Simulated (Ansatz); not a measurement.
Method: frozen-core CCSD(T)/cc-pVTZ // PBE-D3(BJ)/def2-TZVP (Ansatz, an electronic-structure program). The restricted HF reference is unstable towards unrestricted orbitals.

Ansatz 0.2 input:
```yaml
crystal:
  periodic: [false, false, false]
  atoms:
    - { symbol: S, position_ang: [-0.76809, 0.539706, 2.308766] }
    - { symbol: C, position_ang: [-1.165075, -0.203503, 0.920186] }
    - { symbol: C, position_ang: [-0.25034, -1.066934, 0.124478] }
    - { symbol: S, position_ang: [0.133173, -0.230526, -1.47768] }
    - { symbol: C, position_ang: [1.150776, 1.071926, -0.961905] }
    - { symbol: S, position_ang: [1.818322, 2.141092, -1.99164] }
    - { symbol: H, position_ang: [-2.16246, -0.062946, 0.477089] }
    - { symbol: H, position_ang: [-0.744765, -2.002209, -0.181948] }
    - { symbol: H, position_ang: [0.682149, -1.292711, 0.655715] }
    - { symbol: H, position_ang: [1.306311, 1.106105, 0.126937] }
basis:
  gaussian: { orbitals: cc-pVTZ }
correlation:
  method: ccsd_t
```

Output:

```
Functional definition: HF
1432 factors; integrals over basis functions are off by at most 1.2e-3 eV
mean field evaluation 1: about -35604.5982 eV, gradient 2.5e1 eV
mean field evaluation 2: about -35605.0132 eV, gradient 2.5e1 eV
mean field evaluation 4: about -35607.5511 eV, gradient 5.3e0 eV
mean field evaluation 8: about -35607.6752 eV, gradient 5.4e-1 eV
mean field evaluation 16: about -35607.6783 eV, gradient 1.5e-6 eV
mean field evaluation 32: about -35599.6133 eV, gradient 1.3e1 eV
mean field evaluation 64: about -35587.0642 eV, gradient 4.1e1 eV
mean field -35607.67829978 eV, -1308.5580417656 hartree, gradient 1.5e-6 eV, S^2 0.000000; 0 other end points of the search recorded, 0 dependent functions left out; unrestricted orbitals would lower it
mean field evaluation 96: about -35607.7544 eV, gradient 4.1e-1 eV
18 core orbitals not correlated
reference -35607.67829978 eV, -1308.5580417656 hartree; 17, 17 occupied and 213, 213 virtual orbitals, 1432 factors
second order -27.32765085 eV of doubles, -0.00000000 eV of singles
cycle   1  -27.68568378 eV  change   -3.6e-1 eV  update   1.5e-1
cycle   2  -28.51392755 eV  change   -8.3e-1 eV  update   4.8e-2
cycle   3  -28.73468467 eV  change   -2.2e-1 eV  update   2.8e-2
cycle   4  -28.71989888 eV  change    1.5e-2 eV  update   8.9e-3
cycle   5  -28.71616786 eV  change    3.7e-3 eV  update   4.6e-3
cycle   6  -28.71718472 eV  change   -1.0e-3 eV  update   1.6e-3
cycle   7  -28.71689247 eV  change    2.9e-4 eV  update   5.7e-4
cycle   8  -28.71677178 eV  change    1.2e-4 eV  update   2.4e-4
cycle   9  -28.71685558 eV  change   -8.4e-5 eV  update   1.0e-4
cycle  10  -28.71691682 eV  change   -6.1e-5 eV  update   4.3e-5
cycle  11  -28.71687783 eV  change    3.9e-5 eV  update   2.4e-5
perturbative correction -1.60727334 eV, -0.0590662057 hartree
Total energy: -35638.00245095 eV, -1309.6724337666 hartree
```

Cost: very roughly 8 core-minutes.
